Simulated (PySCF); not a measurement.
**Stationary points of SiF₃**

Method: PBE0/[Si def2-TZVP, F def2-TZVP], no relativity, density fitting, PySCF.

Relaxations began from a few typed shapes; open shells are unrestricted. The search is not exhaustive: other isomers or separated fragments can lie lower, and high-lying points may rest on an excited occupation.

**Question.** Which is the lowest minimum found?
A. doublet D3h: Si–F 1.597 Å (×3); F–Si–F 120.0° (×3)
B. doublet C2v: Si–F 1.584 Å, Si–F 1.611 Å (×2); F–Si–F 99.4° (×2), F–Si–F 161.2°
C. doublet C3v: Si–F 1.581 Å (×3); F–Si–F 107.9° (×3)

**Answer.** C. The others lie at 129.7 (doublet C2v, a saddle point), 145.3 (doublet D3h, a saddle point) kJ/mol above it.
